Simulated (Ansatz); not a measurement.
Ga₂Se₃. The state is a quintet with charge 0. Geometry r2SCAN-D4/def2-SVP.

```csv
atom,x (Å),y (Å),z (Å)
Ga1,-0.881,-1.107,0.001
Ga2,1.653,0.455,-0.557
Se3,1.134,-0.745,1.468
Se4,-1.577,0.981,1.015
Se5,-0.330,0.416,-1.927
```

HSE06 is defined as in plane-wave codes, on full-range PBE exchange. At HF/STO-3G the charge 0 quintet is spin-contaminated (final ⟨S²⟩ up to 6.21, 6.00 for a pure state). At PBE0-D4/def2-TZVP a singlet of charge 0 lies 1.98 eV below the quintet, each at its own geometry. The structure comes from a short search, and lower isomers may exist.

(1) Estimate the α-spin orbital energies around the gap (eV) in Ansatz with HF/STO-3G, PBE-D4/def2-TZVP, r2SCAN-D4/def2-TZVP, PBE0-D4/def2-TZVP, HSE06-D4/def2-TZVP.

Answers

(1) 
| orbital | HF/STO-3G | PBE-D4/def2-TZVP | r2SCAN-D4/def2-TZVP | PBE0-D4/def2-TZVP | HSE06-D4/def2-TZVP |
| --- | --- | --- | --- | --- | --- |
| HOMO−5 | -9.74 | -7.22 | -7.56 | -8.41 | -8.02 |
| HOMO−4 | -8.84 | -6.90 | -7.19 | -7.96 | -7.58 |
| HOMO−3 | -7.86 | -5.90 | -6.27 | -7.06 | -6.68 |
| HOMO−2 | -7.59 | -5.75 | -6.12 | -6.91 | -6.53 |
| HOMO−1 | -7.50 | -5.72 | -6.10 | -6.74 | -6.36 |
| HOMO | -6.51 | -4.95 | -5.29 | -5.89 | -5.51 |
| LUMO | 2.40 | -2.54 | -2.52 | -1.86 | -2.23 |
| LUMO+1 | 4.36 | -1.13 | -0.99 | -0.46 | -0.82 |
| LUMO+2 | 5.56 | -0.97 | -0.75 | -0.29 | -0.66 |
| LUMO+3 | 6.14 | -0.86 | -0.57 | -0.14 | -0.50 |
| LUMO+4 | 7.32 | -0.19 | 0.13 | 0.60 | 0.23 |
| LUMO+5 | 7.78 | 0.37 | 0.59 | 1.10 | 0.73 |
| β HOMO | -6.13 | -6.43 | -6.66 | -7.23 | -6.85 |
| β LUMO | 0.53 | -4.84 | -4.72 | -4.09 | -4.44 |
